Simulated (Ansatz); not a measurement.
Geometry optimisation, UHF/def2-SVP (Ansatz 0.2.0).

input.yaml

```yaml
crystal:
  periodic: [false, false, false]
  atoms:
    - { symbol: Ti, position_ang: [-0.24127, -0.15505, -0.100495] }
    - { symbol: F, position_ang: [-0.602065, -0.26146, 1.767729] }
    - { symbol: Cl, position_ang: [2.061514, -0.031901, 0.02498] }
    - { symbol: Cl, position_ang: [-1.117858, 1.872139, -0.615414] }
    - { symbol: Cl, position_ang: [-1.074869, -2.137422, -0.818516] }
    - { symbol: "N", position_ang: [0.386029, 0.205585, 4.007309] }
    - { symbol: H, position_ang: [-0.174142, -0.118302, 2.625514] }
    - { symbol: H, position_ang: [0.764961, 0.626412, 4.861292] }
magnetization:
  spin_polarized: true
  initial_magnetization: 1
basis:
  gaussian: { orbitals: def2-SVP }
hamiltonian:
  xc: hf
relax:
  f_tol: 0.03
  max_steps: 50
output:
  orbitals: {}
```

Run as:

```bash
$ ansatz run input.yaml --threads 4 --pin off --max-ram 5120MiB --backend cpu --events-out ev --progress --plain --runs-dir out
```

Problem. Where does it end, and by what steps?

Solution. The forces met the threshold. The force dipped under the threshold on the way, but the program's further checks kept it going. After 15 steps the energy has fallen by 0.286 eV; H8 moved furthest, 0.86 Å.

```json
{"step": "0", "energy less start (eV)": "0.0000", "largest force component (eV/Å)": "2.171", "accepted": "yes"}
{"step": "1", "energy less start (eV)": "-0.1303", "largest force component (eV/Å)": "1.269", "accepted": "yes"}
{"step": "2", "energy less start (eV)": "-0.2087", "largest force component (eV/Å)": "0.547", "accepted": "yes"}
{"step": "3", "energy less start (eV)": "-0.0522", "largest force component (eV/Å)": "3.681", "accepted": "no"}
{"step": "4", "energy less start (eV)": "-0.2296", "largest force component (eV/Å)": "0.092", "accepted": "yes"}
{"step": "5", "energy less start (eV)": "-0.2404", "largest force component (eV/Å)": "0.087", "accepted": "yes"}
{"step": "6", "energy less start (eV)": "-0.2530", "largest force component (eV/Å)": "0.091", "accepted": "yes"}
{"step": "7", "energy less start (eV)": "-0.2642", "largest force component (eV/Å)": "0.136", "accepted": "yes"}
{"step": "8", "energy less start (eV)": "-0.2717", "largest force component (eV/Å)": "0.431", "accepted": "yes"}
{"step": "9", "energy less start (eV)": "-0.2800", "largest force component (eV/Å)": "0.142", "accepted": "yes"}
{"step": "10", "energy less start (eV)": "-0.2837", "largest force component (eV/Å)": "0.016", "accepted": "yes"}
{"step": "11", "energy less start (eV)": "-0.2825", "largest force component (eV/Å)": "0.362", "accepted": "no"}
{"step": "12", "energy less start (eV)": "-0.2853", "largest force component (eV/Å)": "0.090", "accepted": "yes"}
{"step": "13", "energy less start (eV)": "-0.2836", "largest force component (eV/Å)": "0.282", "accepted": "no"}
{"step": "14", "energy less start (eV)": "-0.2859", "largest force component (eV/Å)": "0.008", "accepted": "yes"}
{"step": "15", "energy less start (eV)": "-0.2861", "largest force component (eV/Å)": "0.021", "accepted": "yes"}
```

```xyz
8
Properties=species:S:1:pos:R:3
Ti -0.270 -0.100 -0.056
F -1.109 -0.118 1.870
Cl 1.854 0.126 0.832
Cl -1.101 1.796 -0.944
Cl -0.731 -2.164 -0.833
N 0.530 0.174 3.860
H -0.567 -0.019 2.643
H 1.397 0.305 4.381
```

Whether the end is a true minimum wasn't checked by a vibrational analysis.

The run took 3 min on 4 threads of Arm Neoverse V2, on a shared host, peak memory 0.73 GiB.
